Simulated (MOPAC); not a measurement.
Input file for MOPAC: PM6 on C2H9GaO (a complex), monomers drawn apart or pushed together.

```
PM6 1SCF PRECISE CHARGE=0 THREADS=1
C2H9GaO

Ga     0.71687756 1     0.24025665 1     0.98543529 1
H      1.97811339 1    -0.69683151 1     1.11975860 1
H     -0.60866573 1    -0.37568660 1     0.37690629 1
H      0.90053443 1     1.80568383 1     0.93432873 1
C     -0.89263547 1     1.01521711 1     3.22087530 1
O      0.18757900 1     0.15118791 1     2.85912713 1
C      0.04352096 1    -1.17224581 1     3.38069965 1
H     -0.96232869 1     1.07614915 1     4.30892075 1
H     -1.83390006 1     0.64350318 1     2.80716750 1
H     -0.66836524 1     1.99424076 1     2.80666690 1
H     -0.01711773 1    -1.13036528 1     4.47018678 1
H      0.92511821 1    -1.73040017 1     3.07800950 1
H     -0.85403297 1    -1.64686297 1     2.97520173 1
```

The log:

```
*******************************************************************************
 **                                                                           **
 **                              MOPAC v23.2.5                                **
 **                                                                           **
 *******************************************************************************
 ** MOPAC's Digital Object Identifier: https://doi.org/10.5281/zenodo.6511958 **
 **                                                                           **
 ** Please cite the open-source release paper for use of this MOPAC version:  **
 ** J. E. Moussa and J. J. P. Stewart (2026)                                  **
 ** MOPAC: An open-source semiempirical molecular orbital program             **
 ** J. Open Source Softw., 11(119), 8025, https://doi.org/10.21105/joss.08025 **
 *******************************************************************************

                              PM6 CALCULATION RESULTS

 *******************************************************************************
 *  PM6        - The PM6 Hamiltonian to be used
 *
 *
 *
 *                 CHARGE ON SYSTEM = 0
 *
 *
 *
 *  PRECISE    - TIGHTER CRITERIA TO BE USED
 *  1SCF       - DO 1 SCF AND THEN STOP
 *  THREADS=1  - MULTI-THREADING NOT USED
 *  T=         - A TIME OF 172800.0 SECONDS REQUESTED
 *  DUMP=N     - RESTART FILE WRITTEN EVERY 7200.0 SECONDS REQUESTED
 *******************************************************************************
PM6 1SCF PRECISE CHARGE=0 THREADS=1
 C2H9GaO

   ATOM   CHEMICAL          X               Y               Z
  NUMBER   SYMBOL      (ANGSTROMS)     (ANGSTROMS)     (ANGSTROMS)

     1      Ga          0.71687756  *   0.24025665  *   0.98543529  *
     2       H          1.97811339  *  -0.69683151  *   1.11975860  *
     3       H         -0.60866573  *  -0.37568660  *   0.37690629  *
     4       H          0.90053443  *   1.80568383  *   0.93432873  *
     5       C         -0.89263547  *   1.01521711  *   3.22087530  *
     6       O          0.18757900  *   0.15118791  *   2.85912713  *
     7       C          0.04352096  *  -1.17224581  *   3.38069965  *
     8       H         -0.96232869  *   1.07614915  *   4.30892075  *
     9       H         -1.83390006  *   0.64350318  *   2.80716750  *
    10       H         -0.66836524  *   1.99424076  *   2.80666690  *
    11       H         -0.01711773  *  -1.13036528  *   4.47018678  *
    12       H          0.92511821  *  -1.73040017  *   3.07800950  *
    13       H         -0.85403297  *  -1.64686297  *   2.97520173  *



          CARTESIAN COORDINATES

    NO.       ATOM           X           Y           Z

     1        Ga          0.7169      0.2403      0.9854
     2         H          1.9781     -0.6968      1.1198
     3         H         -0.6087     -0.3757      0.3769
     4         H          0.9005      1.8057      0.9343
     5         C         -0.8926      1.0152      3.2209
     6         O          0.1876      0.1512      2.8591
     7         C          0.0435     -1.1722      3.3807
     8         H         -0.9623      1.0761      4.3089
     9         H         -1.8339      0.6435      2.8072
    10         H         -0.6684      1.9942      2.8067
    11         H         -0.0171     -1.1304      4.4702
    12         H          0.9251     -1.7304      3.0780
    13         H         -0.8540     -1.6469      2.9752

 General Reference for PM6:
 "Optimization of Parameters for Semiempirical Methods V: Modification of NDDO Approximations
 and Application to 70 Elements", J. J. P. Stewart, J. Mol. Mod., 13, 1173-1213 (2007)
 URL: https://link.springer.com/article/10.1007/s00894-007-0233-4

           Empirical Formula: C2 H9 O Ga  =    13 atoms



      MOLECULAR POINT GROUP   :   Cs


      RHF CALCULATION, NO. OF DOUBLY OCCUPIED LEVELS = 13


 -------------------------------------------------------------------------------
 PM6 1SCF PRECISE CHARGE=0 THREADS=1
 C2H9GaO



     1SCF WAS SPECIFIED, SO BFGS WAS NOT USED
     SCF FIELD WAS ACHIEVED


                              PM6 CALCULATION
                                                       MOPAC v23.2.5 Linux




          FINAL HEAT OF FORMATION =        -41.28122 KCAL/MOL =    -172.72063 KJ/MOL


          COSMO AREA              =        124.70 SQUARE ANGSTROMS
          COSMO VOLUME            =        114.47 CUBIC ANGSTROMS

          IONIZATION POTENTIAL    =         10.617224 EV
          HOMO LUMO ENERGIES (EV) =        -10.617  0.042
          NO. OF FILLED LEVELS    =         13
          MOLECULAR WEIGHT        =        118.8275         POINT GROUP:  Cs

          MOLECULAR DIMENSIONS (Angstroms)

            Atom       Atom       Distance
            H    11    H     4     4.68666
            H     2    H     8     4.29644
            H     3    H     2     2.26762


          SCF CALCULATIONS        =          1





   ATOM   CHEMICAL          X               Y               Z
  NUMBER   SYMBOL      (ANGSTROMS)     (ANGSTROMS)     (ANGSTROMS)

     1      Ga          0.71687756  *   0.24025665  *   0.98543529  *
     2       H          1.97811339  *  -0.69683151  *   1.11975860  *
     3       H         -0.60866573  *  -0.37568660  *   0.37690629  *
     4       H          0.90053443  *   1.80568383  *   0.93432873  *
     5       C         -0.89263547  *   1.01521711  *   3.22087530  *
     6       O          0.18757900  *   0.15118791  *   2.85912713  *
     7       C          0.04352096  *  -1.17224581  *   3.38069965  *
     8       H         -0.96232869  *   1.07614915  *   4.30892075  *
     9       H         -1.83390006  *   0.64350318  *   2.80716750  *
    10       H         -0.66836524  *   1.99424076  *   2.80666690  *
    11       H         -0.01711773  *  -1.13036528  *   4.47018678  *
    12       H          0.92511821  *  -1.73040017  *   3.07800950  *
    13       H         -0.85403297  *  -1.64686297  *   2.97520173  *

                             CARTESIAN COORDINATES

   1   Ga        0.716877560     0.240256650     0.985435290
   2    H        1.978113390    -0.696831510     1.119758600
   3    H       -0.608665730    -0.375686600     0.376906290
   4    H        0.900534430     1.805683830     0.934328730
   5    C       -0.892635470     1.015217110     3.220875300
   6    O        0.187579000     0.151187910     2.859127130
   7    C        0.043520960    -1.172245810     3.380699650
   8    H       -0.962328690     1.076149150     4.308920750
   9    H       -1.833900060     0.643503180     2.807167500
  10    H       -0.668365240     1.994240760     2.806666900
  11    H       -0.017117730    -1.130365280     4.470186780
  12    H        0.925118210    -1.730400170     3.078009500
  13    H       -0.854032970    -1.646862970     2.975201730


           Empirical Formula: C2 H9 O Ga  =    13 atoms



      MOLECULAR POINT GROUP   :   Cs


                  EIGENVALUES
 -31.68137 -26.70587 -24.80414 -19.62421 -17.92394 -17.32604 -15.63032 -14.56231
 -13.99136 -13.40275 -11.56804 -10.99986 -10.61722   0.04188   2.60107   3.06203
   4.43325   4.65902   4.70501   4.75279   4.84854   5.16023   5.23796   5.28173
   5.41428


              NET ATOMIC CHARGES AND DIPOLE CONTRIBUTIONS

  ATOM NO.   TYPE          CHARGE      No. of ELECS.   s-Pop       p-Pop
    1         Ga          -0.784794        3.7848     1.32569     2.45910
    2          H           0.161151        0.8388     0.83885
    3          H           0.143964        0.8560     0.85604
    4          H           0.161085        0.8389     0.83892
    5          C          -0.197611        4.1976     1.09992     3.09770
    6          O          -0.205595        6.2056     1.74536     4.46024
    7          C          -0.197621        4.1976     1.09991     3.09771
    8          H           0.139904        0.8601     0.86010
    9          H           0.143282        0.8567     0.85672
   10          H           0.176516        0.8235     0.82348
   11          H           0.139906        0.8601     0.86009
   12          H           0.176548        0.8235     0.82345
   13          H           0.143266        0.8567     0.85673
 DIPOLE           X         Y         Z       TOTAL
 POINT-CHG.    -2.565    -0.811     3.915     4.750
 HYBRID        -0.083    -0.011     0.328     0.338
 SUM           -2.647    -0.822     4.242     5.068


          ATOMIC ORBITAL ELECTRON POPULATIONS

     Atom    s        px        py        pz
    1 Ga   1.32569   1.00272   1.06778   0.38860
    2  H   0.83885
    3  H   0.85604
    4  H   0.83892
    5  C   1.09992   0.95487   1.01772   1.12510
    6  O   1.74536   1.52558   1.30265   1.63200
    7  C   1.09991   1.17229   0.82876   1.09666
    8  H   0.86010
    9  H   0.85672
   10  H   0.82348
   11  H   0.86009
   12  H   0.82345
   13  H   0.85673

 **********************
 *                    *
 * JOB ENDED NORMALLY *
 *                    *
 **********************




 == MOPAC DONE ==
```

The run finished.

Cost: very roughly 0.03 core-seconds.
